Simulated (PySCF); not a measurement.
An unknown gives this computed stick spectrum. Computed with TDDFT CAM-B3LYP/def2-SVPD, vertical, gas phase, core orbitals frozen in the response (PySCF 2.14.0, density-fitted response routines). Geometries: PBE0-D3(BJ)/def2-SVP, one conformer each.

```json
{"state": "S1", "ν̃ (cm⁻¹)": "47460", "f": "0.0004", "main configurations (H = HOMO, L = LUMO)": "H→L (70%), H→L+1 (18%)"}
{"state": "S2", "ν̃ (cm⁻¹)": "62100", "f": "0.051", "main configurations (H = HOMO, L = LUMO)": "H→L+1 (66%), H→L (18%), H-1→L (8%)"}
{"state": "S3", "ν̃ (cm⁻¹)": "68130", "f": "0.070", "main configurations (H = HOMO, L = LUMO)": "H-1→L (75%)"}
{"state": "S4", "ν̃ (cm⁻¹)": "69620", "f": "0.016", "main configurations (H = HOMO, L = LUMO)": "H-1→L+1 (78%)"}
{"state": "S5", "ν̃ (cm⁻¹)": "70210", "f": "0.012", "main configurations (H = HOMO, L = LUMO)": "H-2→L (36%), H-3→L (23%), H→L+2 (15%)"}
{"state": "S6", "ν̃ (cm⁻¹)": "72370", "f": "0.109", "main configurations (H = HOMO, L = LUMO)": "H-2→L (35%), H→L+3 (19%), H→L+2 (17%)"}
{"state": "S7", "ν̃ (cm⁻¹)": "72600", "f": "0.021", "main configurations (H = HOMO, L = LUMO)": "H-3→L (42%), H→L+2 (14%), H-3→L+1 (10%)"}
{"state": "S8", "ν̃ (cm⁻¹)": "74630", "f": "0.018", "main configurations (H = HOMO, L = LUMO)": "H→L+3 (59%), H→L+2 (27%)"}
{"state": "S9", "ν̃ (cm⁻¹)": "76300", "f": "0.022", "main configurations (H = HOMO, L = LUMO)": "H→L+4 (76%)"}
{"state": "S10", "ν̃ (cm⁻¹)": "78540", "f": "0.0060", "main configurations (H = HOMO, L = LUMO)": "H-2→L+1 (42%), H-1→L+2 (15%), H-1→L+3 (12%)"}
```

Triplets computed (Tamm–Dancoff): 5.39, 6.18, 7.52, 8.16 eV.

Question: Which candidate is it?
A. `C1C=[O+][AlH2-][O]C=1`
B. `O=C(C(C)(C)C)Cl`
C. `CCCCC(=O)Cl`
D. `C[C@H](F)C(=O)O`

Answer: D. Its S1, at 5.88 eV, is the highest among the candidates; the nearest of the others has S1 at 5.24 eV. S1 is HOMO→LUMO (70%), HOMO→LUMO+1 (18%). Löwdin shares by element: HOMO oxygen 69%, carbon 18% or more; LUMO carbon 41% or more, oxygen 33% (atoms not listed hold the other 26%). At the same level the other candidates give, for their lowest levels:
- `CC(C)(C)C(=O)Cl`: 5.13 eV (f 0.000); 6.70 eV (f 0.000); 7.01 eV (f 0.003); 7.81 eV (f 0.043); 7.93 eV (f 0.005); T1 4.61 eV; HOMO -9.81, LUMO 0.13 eV
- `C1=C[O][AlH2-][O+]=C1`: 4.33 eV (f 0.071); 4.60 eV (f 0.001); 5.57 eV (f 0.129); 5.92 eV (f 0.000); 6.78 eV (f 0.056); T1 2.88 eV; HOMO -8.66, LUMO -1.43 eV
- `CCCCC(=O)Cl`: 5.24 eV (f 0.000); 6.73 eV (f 0.000); 7.08 eV (f 0.006); 7.90 eV (f 0.020); 8.02 eV (f 0.001); HOMO -10.01, LUMO 0.11 eV

The values belong to the conformer `[CH3:1][C@H:2]([F:3])[C:4](=[O:5])[OH:6]`: C1–C2–C4–O5 -47°, H–O6–C4–C2 179°.
